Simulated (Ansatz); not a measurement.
Cartesian coordinates in Å:
```
C 0.161 1.823 -0.194
N 0.148 0.395 -0.172
B 0.733 -0.683 -0.834
C -0.059 -1.724 0.077
C -0.635 -0.444 0.729
H 0.496 2.234 0.765
H 0.842 2.169 -0.973
H -0.836 2.227 -0.401
H 1.521 -0.684 -1.734
H 0.528 -2.347 0.754
H -0.805 -2.353 -0.413
H -0.377 -0.302 1.785
H -1.717 -0.308 0.613
```

Total charge 0; spin multiplicity 1.

Question: List the r2SCAN/def2-TZVPP orbital energies in eV (Ansatz 0.2.0). (An estimate is asked.)

Answer: The calculation gave: Occupied: -385.41, -273.82, -273.78, -272.24, -179.64, -24.34, -19.80, -16.71, -15.76, -12.81, -12.04, -11.85, -10.60, -10.27, -8.85, -8.81, -8.42, -6.93, -6.18. Lowest empty: -0.09, 1.14, 1.60, 2.50, 2.58, 2.75, 2.94, 3.43.
